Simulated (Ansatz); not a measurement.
`C[N](C)[Y]([OH])[O][SiH3]` + `O[SiH2][AlH2]` → `[AlH2][SiH2]O[SiH3]` + `C[N](C)[Y]([OH])[OH]`  (ligand exchange at the Si–O bond)

Program: Ansatz. Geometries: PBE0-D4/def2-TZVP. ΔE: electronic, gas phase. CCSD(T)/CBS adds triple-zeta CCSD(T) − MP2 to the extrapolated MP2 energy (def2 sets, frozen cores). DFT in def2-TZVPP. Elements past krypton have def2 core potentials. For Y outer-core shells are correlated without core-valence functions, which leaves a few kJ/mol of doubt a bond. Each species was taken in one conformer, which may not be the lowest.

```json
{"species": "`C[N](C)[Y]([OH])[O][SiH3]`", "B2PLYP energy (Eh)": "-615.15944"}
{"species": "`O[SiH2][AlH2]`", "B2PLYP energy (Eh)": "-609.92541"}
{"species": "`[AlH2][SiH2]O[SiH3]`", "B2PLYP energy (Eh)": "-900.54560"}
{"species": "`C[N](C)[Y]([OH])[OH]`", "B2PLYP energy (Eh)": "-324.53501"}
```

Work out ΔE.

ΔE = (-900.54560) + (-324.53501) − (-615.15944) − (-609.92541) = 0.00424 Eh = +2.7 kcal/mol. CCSD(T)/CBS gives +2.7 kcal/mol.

Largest T1 diagnostic among the species: 0.014.
